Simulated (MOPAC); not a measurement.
MOPAC input (AM1):

```
AM1 PRECISE GNORM=0.05 LET XYZ CHARGE=-1 GEO-OK AUX(PRECISION=9) THREADS=1
H6N3OSi

N     1.41620400 1   -0.22409600 1    0.95309600 1
Si    0.02620800 1    0.10915300 1   -0.11996100 1
N    -0.44951100 1   -1.53192700 1   -0.64450400 1
N    -1.26287100 1    0.52247000 1    1.04710400 1
O     0.27531200 1    1.14664800 1   -1.26018600 1
H     1.76066900 1   -1.16778200 1    0.82934200 1
H     2.17905800 1    0.41556700 1    0.76684100 1
H    -1.40493500 1   -1.74081800 1   -0.38365300 1
H    -0.37026700 1   -1.62808200 1   -1.64963200 1
H    -1.77827100 1    1.33962700 1    0.74309200 1
H    -0.88241400 1    0.71502800 1    1.96508500 1
```

From the output:

```
                                                       MOPAC v23.2.5 Linux

          FINAL HEAT OF FORMATION =       -133.62476 KCAL/MOL =    -559.08600 KJ/MOL

          COSMO AREA              =        117.98 SQUARE ANGSTROMS
          COSMO VOLUME            =        105.20 CUBIC ANGSTROMS

          GRADIENT NORM           =          0.03019          =       0.00910 PER ATOM
          IONIZATION POTENTIAL    =          3.652066 EV
          HOMO LUMO ENERGIES (EV) =         -3.652  8.180
          NO. OF FILLED LEVELS    =         16
          MOLECULAR WEIGHT        =         92.1524         POINT GROUP:  C1

          MOLECULAR DIMENSIONS (Angstroms)

            Atom       Atom       Distance
            H    10    H     9     4.16324
            H     7    H     8     3.89578
            H     6    O     5     3.70476

          SCF CALCULATIONS        =         46

   ATOM   CHEMICAL          X               Y               Z
  NUMBER   SYMBOL      (ANGSTROMS)     (ANGSTROMS)     (ANGSTROMS)

     1       N          1.45062751  *  -0.23227311  *   0.84072316  *
     2      Si          0.02400912  *   0.09973333  *  -0.10973069  *
     3       N         -0.51700249  *  -1.45244751  *  -0.69880864  *
     4       N         -1.19059309  *   0.61433898  *   1.03433501  *
     5       O          0.28758340  *   1.19701718  *  -1.31571388  *
     6       H          1.59537671  *  -1.01986364  *   1.40713203  *
     7       H          2.28466818  *   0.26640589  *   0.69645543  *
     8       H         -0.98134908  *  -2.13816859  *  -0.17319324  *
     9       H         -0.56615129  *  -1.64138924  *  -1.66160934  *
    10       H         -1.70158567  *   1.44175526  *   0.89525645  *
    11       H         -1.31057242  *   0.26556333  *   1.94321620  *

                             CARTESIAN COORDINATES

   1    N        1.450627512    -0.232273112     0.840723160
   2   Si        0.024009122     0.099733330    -0.109730691
   3    N       -0.517002485    -1.452447508    -0.698808643
   4    N       -1.190593093     0.614338976     1.034335006
   5    O        0.287583400     1.197017180    -1.315713884
   6    H        1.595376707    -1.019863642     1.407132028
   7    H        2.284668183     0.266405887     0.696455426
   8    H       -0.981349084    -2.138168585    -0.173193237
   9    H       -0.566151293    -1.641389242    -1.661609341
  10    H       -1.701585674     1.441755261     0.895256455
  11    H       -1.310572425     0.265563329     1.943216200

           Empirical Formula: H6 N3 O Si  =    11 atoms

      MOLECULAR POINT GROUP   :   C1

                  EIGENVALUES
 -26.95885 -26.43694 -26.43636 -25.06312 -11.66673 -11.00103 -10.99864 -10.99734
  -8.98450  -8.98279  -5.54745  -4.87690  -4.87521  -4.32443  -3.65224  -3.65207
   8.17978   8.52322   8.52473   9.81185  10.69435  10.69481  11.19027  11.65168
  11.65213  12.11728

              NET ATOMIC CHARGES AND DIPOLE CONTRIBUTIONS

  ATOM NO.   TYPE          CHARGE      No. of ELECS.   s-Pop       p-Pop
    1          N          -0.770570        5.7706     1.54353     4.22704
    2         Si           1.482026        2.5180     0.73909     1.77888
    3          N          -0.770500        5.7705     1.54358     4.22692
    4          N          -0.770551        5.7706     1.54357     4.22698
    5          O          -0.947589        6.9476     1.93664     5.01095
    6          H           0.119792        0.8802     0.88021
    7          H           0.139292        0.8607     0.86071
    8          H           0.119779        0.8802     0.88022
    9          H           0.139281        0.8607     0.86072
   10          H           0.139288        0.8607     0.86071
   11          H           0.119751        0.8802     0.88025
 DIPOLE           X         Y         Z       TOTAL
 POINT-CHG.    -0.525    -2.182     2.399     3.285
 HYBRID        -0.255    -1.056     1.162     1.591
 SUM           -0.779    -3.238     3.561     4.876

          ATOMIC ORBITAL ELECTRON POPULATIONS

     Atom    s        px        py        pz
    1  N   1.54353   1.25509   1.34202   1.62993
    2 Si   0.73909   0.58162   0.59690   0.60036
    3  N   1.54358   1.75783   1.37338   1.09571
    4  N   1.54357   1.61507   1.36936   1.24255
    5  O   1.93664   1.83259   1.61339   1.56497
    6  H   0.88021
    7  H   0.86071
    8  H   0.88022
    9  H   0.86072
   10  H   0.86071
   11  H   0.88025

 **********************
 *                    *
 * JOB ENDED NORMALLY *
 *                    *
 **********************

 == MOPAC DONE ==
```

The dipole moment of an ion depends on the origin.

The geometry given is a B3LYP-D3(BJ)/def2-TZVP minimum.
